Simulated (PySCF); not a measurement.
**`OCC1=C[SiH2][C@H]2C[C@@H]1C2`: 4 charge schemes on one density**

Species: C₇H₁₂OSi.
SMILES with atom numbers: `[OH:1][CH2:2][C:3]1=[CH:4][SiH2:5][C@H:6]2[CH2:7][C@@H:8]1[CH2:9]2` (hydrogens: H10 on O1; H11, H12 on C2; H13 on C4; H14, H15 on Si5; H16 on C6; H17, H18 on C7; H19 on C8; H20, H21 on C9)

Cartesian coordinates in Å at the GFN2-xTB level; atoms count from 1:
```
atom  x, y, z in Å
O1     2.9173   -0.2349   -1.0698
C2     2.3532   -0.5808    0.1777
C3     0.9162   -0.1477    0.3200
C4     0.4544    0.4959    1.3927
Si5   -1.3709    0.9321    1.4778
C6    -1.8908    0.2217   -0.2044
C7    -0.8670    0.7018   -1.2443
C8     0.0134   -0.4911   -0.8283
C9    -1.2747   -1.1793   -0.3389
H10    2.8419    0.7187   -1.1855
H11    2.4072   -1.6745    0.2209
H12    2.9562   -0.1736    1.0026
H13    1.1341    0.7292    2.2016
H14   -2.0476    0.2457    2.5830
H15   -1.5893    2.3827    1.5269
H16   -2.9426    0.3202   -0.4697
H17   -1.2274    0.5999   -2.2677
H18   -0.4386    1.6953   -1.1102
H19    0.5761   -0.9886   -1.6196
H20   -1.1881   -1.7866    0.5616
H21   -1.7421   -1.7691   -1.1270
```

Density: PBE0/pcSseg-1 (PySCF); schemes: Mulliken, IAO, Hirshfeld and ESP-fitted. One conformer (not necessarily the lowest) at the GFN2-xTB geometry, without solvent, vibrations or thermal averaging.

**Question.** What partial charge does each atom carry?

**Answer.** In e; atoms taken as equivalent share a row and are averaged (×n: the atom named and its like, n in all):

| atom | environment | Mulliken | IAO | Hirshfeld | ESP-fitted |
| --- | --- | --- | --- | --- | --- |
| O1 | alcohol oxygen | -0.451 | -0.546 | -0.223 | -0.641 |
| C2 | carbinol carbon (C–OH) | +0.228 | -0.055 | +0.001 | +0.263 |
| C3 | fully substituted alkene carbon | -0.350 | +0.019 | +0.014 | -0.245 |
| C4 | alkene CH carbon | -0.303 | -0.466 | -0.160 | -0.293 |
| Si5 | SiH2 silicon | +0.693 | +0.745 | +0.328 | +0.289 |
| C6 | sp3 carbon bound to silicon | -0.519 | -0.380 | -0.115 | +0.089 |
| C7/C9 | four-membered-ring carbon | -0.065 | -0.252 | -0.071 | -0.454 |
| C8 | sp3 carbon at a ring junction | -0.254 | -0.128 | -0.033 | +0.374 |
| H10 | hydroxyl hydrogen | +0.228 | +0.349 | +0.164 | +0.416 |
| H11/H12 | methylene hydrogen | +0.115 | +0.140 | +0.043 | +0.039 |
| H13 | vinylic hydrogen | +0.084 | +0.143 | +0.034 | +0.156 |
| H14/H15 | Si–H hydrogen | -0.078 | -0.126 | -0.081 | -0.080 |
| H16 | methine hydrogen | +0.126 | +0.135 | +0.033 | +0.042 |
| H17/H21 | methylene hydrogen | +0.116 | +0.137 | +0.041 | +0.135 |
| H18/H20 | methylene hydrogen | +0.125 | +0.124 | +0.030 | +0.129 |
| H19 | methine hydrogen | +0.093 | +0.140 | +0.033 | +0.009 |

Mean size of the charges over all atoms: IAO 0.222 e, ESP-fitted 0.214 e, Mulliken 0.206 e, Hirshfeld 0.079 e. Each set sums to the total charge, 0, to within 0.001 e. The ESP scheme fits charges at the nuclei, held to the total charge, to the electrostatic potential on points at 1.4 to 2.0 times the van der Waals radii.

Some averages cover members that differ in this geometry: H11/H12, ESP-fitted +0.001 to +0.077; C7/C9, ESP-fitted -0.485 to -0.422; H11/H12, IAO +0.124 to +0.156; H11/H12, Mulliken +0.101 to +0.130 e.

Lowest charge. The schemes don't all agree: Mulliken C6 (-0.519); IAO O1 (-0.546); Hirshfeld O1 (-0.223); ESP-fitted O1 (-0.641).

Highest charge. The schemes don't all agree: Mulliken Si5 (+0.693); IAO Si5 (+0.745); Hirshfeld Si5 (+0.328); ESP-fitted H10 (+0.416).

**Question.** Sum the charges by element, for elements with more than one atom.

**Answer.** 
```tsv
element	atoms	Mulliken	IAO	Hirshfeld	ESP-fitted
C	7	-1.328	-1.514	-0.435	-0.719
H	12	+1.086	+1.316	+0.330	+1.070
```

**Question.** How closely do the schemes follow one another over all atoms?

**Answer.** Correlation coefficient and root-mean-square difference: IAO with Hirshfeld 0.98, 0.176 e; Mulliken with IAO 0.88, 0.136 e; Mulliken with Hirshfeld 0.87, 0.177 e; IAO with ESP-fitted 0.68, 0.221 e; Hirshfeld with ESP-fitted 0.68, 0.213 e; Mulliken with ESP-fitted 0.56, 0.253 e.
